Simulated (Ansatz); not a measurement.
Ansatz (a program for electronic structure) input:

Ansatz 0.2 input:
```yaml
crystal:
  periodic: [false, false, false]
  atoms:
    - {symbol: C, position_ang: [2.68642645, -0.06854834, -0.53565419]}
    - {symbol: C, position_ang: [1.18743575, -0.22198390, -0.78057244]}
    - {symbol: C, position_ang: [0.35289829, 0.21444340, 0.37929844]}
    - {symbol: C, position_ang: [-1.03608560, 0.11970830, 0.44277417]}
    - {symbol: C, position_ang: [-1.73170659, 0.55226054, 1.55180452]}
    - {symbol: C, position_ang: [-1.78952248, -0.46765939, -0.72698434]}
    - {symbol: H, position_ang: [2.94362940, 0.97296745, -0.33106268]}
    - {symbol: H, position_ang: [3.26504845, -0.39260394, -1.40182686]}
    - {symbol: H, position_ang: [3.00436173, -0.66400631, 0.32279013]}
    - {symbol: H, position_ang: [0.96219459, -1.26668208, -1.03104438]}
    - {symbol: H, position_ang: [0.90512765, 0.34597748, -1.67775578]}
    - {symbol: H, position_ang: [0.86914445, 0.64358654, 1.23214816]}
    - {symbol: H, position_ang: [-2.80913573, 0.48150023, 1.60671375]}
    - {symbol: H, position_ang: [-1.21466754, 0.97659053, 2.40264903]}
    - {symbol: H, position_ang: [-2.86276690, -0.47120929, -0.54240791]}
    - {symbol: H, position_ang: [-1.47559290, -1.49584616, -0.92249879]}
    - {symbol: H, position_ang: [-1.60401802, 0.10040198, -1.64170155]}
basis:
  gaussian:
    orbitals: def2-TZVP
hamiltonian:
  xc: b3lyp
  dispersion: d3bj
magnetization: {spin_polarized: true, initial_magnetization: 1}
phonons: {temperatures: {t_min: 298.15, t_max: 298.15, t_step: 100}}
```

Task: What final total energy does it print?

Result: -235.32317 Eh (B3LYP-D3(BJ)/def2-TZVP). The basis has 252 functions.

It need not be the lowest isomer of its formula.
